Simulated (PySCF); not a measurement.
# Multinuclear NMR of C7H11N3

Structure with atom numbers: `[CH3:1][c:2]1[n:3][cH:4][n:5][n:6][c:7]1[CH:8]([CH3:9])[CH3:10]`; H(Xn) means a hydrogen on atom n.

Method: structure optimised with GFN2-xTB, NMR shieldings at PBE0/pcSseg-1/GIAO, in PySCF (one conformer, rapidly exchanging positions averaged, no relativistic terms, in vacuum).

Problem. Where does 15N resonate?

Solution. 
```json
{"atoms": "N6", "environment": "pyridine-type ring nitrogen", "σ (ppm)": "-207.1", "δ (ppm)": "42.8"}
{"atoms": "N5", "environment": "pyridine-type ring nitrogen", "σ (ppm)": "-158.4", "δ (ppm)": "-2.1"}
{"atoms": "N3", "environment": "pyridine-type ring nitrogen", "σ (ppm)": "-65.8", "δ (ppm)": "-87.5"}
```

Shieldings were converted by a linear fit to measured shifts: 15N (scatter 6.3 ppm rms vs CH3NO2, solution or neat liquid). Occasional misses reach two or three times the rms, and more in compound classes unlike the fitted ones.

On a 500 MHz spectrometer 15N resonates near 50.7 MHz, so 1 ppm is 50.7 Hz.
